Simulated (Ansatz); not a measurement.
H5NOSSn, SMILES `[NH2][SnH]([OH])[SH]` at its PBE0-D4/def2-TZVP geometry, where that method's forces vanish. Total charge 0; spin multiplicity 1. Sn takes the def2 core potential.

```xyz
9

N     0.1104    0.3362    1.8218
Sn   -0.1578    0.3875   -0.1666
O    -1.8147   -0.6325   -0.4002
S     1.5881   -0.7463   -1.3828
H    -0.2016   -0.5391    2.2234
H     1.0588    0.5098    2.1278
H    -0.3509    1.9754   -0.7453
H    -1.7014   -1.3513   -1.0271
H     1.4690    0.0603   -2.4510
```

What forces (eV/Å) does ωB97M-V/def2-TZVPP give on these atoms in Ansatz? (Best estimate.)

Ansatz gave: 
```
N1   0.038 -0.046 -0.034
Sn2  0.038  0.121 -0.064
O3   0.033 -0.046 -0.046
S4  -0.073  0.093 -0.024
H5   0.021  0.041  0.004
H6  -0.046 -0.012  0.013
H7   0.018 -0.118  0.038
H8  -0.033  0.023  0.034
H9   0.004 -0.055  0.079
```
